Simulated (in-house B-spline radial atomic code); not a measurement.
CAM-B3LYP excitations of the ruthenium ion Ru⁸⁺

Method: CAM-B3LYP. Computed with an all-electron radial atomic-structure program (B-spline basis): linear response of the closed shell [Ar] 3d10 4s2 4p6 with the functional's adiabatic kernel; scalar-relativistic (spin-free one-electron X2C), finite nucleus, no spin-orbit coupling, no double excitations, S, P, D and F terms only; shells from n = 2 respond. Only terms of natural parity with L up to 3 were computed.

Command:
```bash
python run_td.py task.json out
```
Settings (radii: box in bohr, nucleus in fm):
```
Z                        44
electrons                36
configuration            [Ar] 3d10 4s2 4p6
hamiltonian              x2c
method                   camb3lyp
box_radius               11.59
rms_radius               4.4809
intervals                69
```

Time taken, with all properties: 3.6 s on 1 thread of Arm Neoverse N1 (shared host).

The lowest states, in the order of their Tamm-Dancoff energies; the method's threshold (minus the highest occupied level) is 173.47 eV. Labels give the largest channel, * marks a mixed state, and oscillator strengths are full-response dipole values. Semilocal kernels can invert the small singlet-triplet splittings of Rydberg terms. Energies in eV:

```
     state  full response  Tamm-Dancoff  oscillator strength
4p → 4d 3P          46.23         46.32                    -
4p → 4d 3F          46.87         47.02                    -
4p → 4d 1F              ?             ?                    -
4p → 4d 1P          61.71         63.90                 5.29
4p → 5s 3P          79.23         79.24                    -
4p → 5s 1P          80.23         80.26                0.602
4s → 4d 3D          81.01         81.07                    -
4s → 4d 1D          85.24         85.34                    -
4p → 5p 3S          89.58         89.60                    -
4p → 5p 3D          90.40         90.41                    -
4p → 5p 1D          91.18         91.19                    -
4p → 5p 1S          94.80         95.05                    -
4p → 4f 3D          95.25         95.28                    -
4p → 4f 1D         100.21        100.41                    -
4p → 5d 3P         107.51        107.53                    -
4p → 5d 3F         107.70        107.71                    -
4p → 5d 1F         108.30        108.31                    -
4p → 5d 1P         109.60        109.83             0.000362
4s → 5s 3S         113.22        113.23                    -
4s → 5s 1S         114.89        114.98                    -
4p → 6s 3P         119.03        119.04                    -
4p → 6s 1P              ?             ?                    ?
```

Problem. Where does 4p → 6s 1P lie?

Solution. At 119.35 eV in full response, 119.36 eV in Tamm-Dancoff, oscillator strength 0.124.

Problem. Where does 4p → 4d 1F lie?

Solution. At 50.27 eV in full response, 50.29 eV in Tamm-Dancoff.

Problem. How large is the singlet-triplet splitting of 4p → 4d (F terms) in Tamm-Dancoff?

Solution. 3.27 eV, from the unrounded values.

Problem. What polarisabilities and dispersion coefficient does the method give?

Solution. Dipole 1.175 bohr³, quadrupole 1.288 bohr⁵, C6 2.616 hartree·bohr⁶ for two such species.
